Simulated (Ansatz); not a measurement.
```yaml
crystal:
  periodic: [false, false, false]
  atoms:
    - {symbol: B, position_ang: [-0.537680, 0.681787, -0.717999]}
    - {symbol: N, position_ang: [-0.005943, 0.570207, 0.579730]}
    - {symbol: C, position_ang: [0.399850, -0.763919, 0.196457]}
    - {symbol: O, position_ang: [-0.155680, -0.603671, -1.114450]}
    - {symbol: H, position_ang: [-1.114084, 1.512858, -1.342060]}
    - {symbol: H, position_ang: [0.117805, 1.049084, 1.448959]}
    - {symbol: H, position_ang: [-0.093240, -1.575607, 0.740752]}
    - {symbol: H, position_ang: [1.481272, -0.927738, 0.152709]}
basis:
  gaussian: {orbitals: def2-SVP}
hamiltonian: {xc: {name: r2SCAN0}, dispersion: d3bj}
output: {forces: true}
```

```sh
$ ansatz run in.yaml --threads 2 --pin off --events-out ev --progress --plain --max-ram 4352MiB
```

It prints (some lines left out):

```
Warning: the engine holds no damping parameters fitted to this dispersion correction and functional, so the run takes those fitted to r2scan0 beside the three-body term, which d3bj leaves out (hamiltonian.dispersion, under Limitations)
Functional definition: r2SCAN0
765 factors; integrals over basis functions are off by at most 1.5e-3 eV
mean field evaluation 1: about -5304.5533 eV, gradient 4.6e1 eV
mean field evaluation 2: about -5302.9958 eV, gradient 5.4e1 eV
mean field evaluation 4: about -5308.6999 eV, gradient 1.7e0 eV
mean field evaluation 8: about -5308.7068 eV, gradient 1.6e-1 eV
mean field -5308.70688583 eV, -195.0913796833 hartree, gradient 5.6e-5 eV, S^2 0.000000; 0 other end points of the search recorded, 0 dependent functions left out
reference -5308.70689277 eV, -195.0913799385 hartree; 15, 15 occupied and 61, 61 virtual orbitals, 765 factors
Total energy: -5308.74088373 eV, -195.0926290833 hartree
Atom 0 at    -0.537680     0.681787    -0.717999 Å, force     0.151562    -0.376070    -0.011787 eV/Å
Atom 1 at    -0.005943     0.570207     0.579730 Å, force     0.037481    -0.145519    -0.056091 eV/Å
Atom 2 at     0.399850    -0.763919     0.196457 Å, force    -0.281886     0.348953    -0.371689 eV/Å
Atom 3 at    -0.155680    -0.603671    -1.114450 Å, force     0.044358     0.176988     0.315288 eV/Å
Atom 4 at    -1.114084     1.512858    -1.342060 Å, force    -0.083557     0.114878    -0.096609 eV/Å
Atom 5 at     0.117805     1.049084     1.448959 Å, force     0.020246     0.062526     0.122249 eV/Å
Atom 6 at    -0.093240    -1.575607     0.740752 Å, force    -0.042210    -0.131168     0.085925 eV/Å
Atom 7 at     1.481272    -0.927738     0.152709 Å, force     0.154005    -0.050587     0.012714 eV/Å
Dipole moment:     0.173857     0.062236     0.538168 e Å
```

Hardware: 2 threads of an Arm Neoverse V2 on a shared host. Wall time 1.6 s, peak host memory 0.14 GiB.
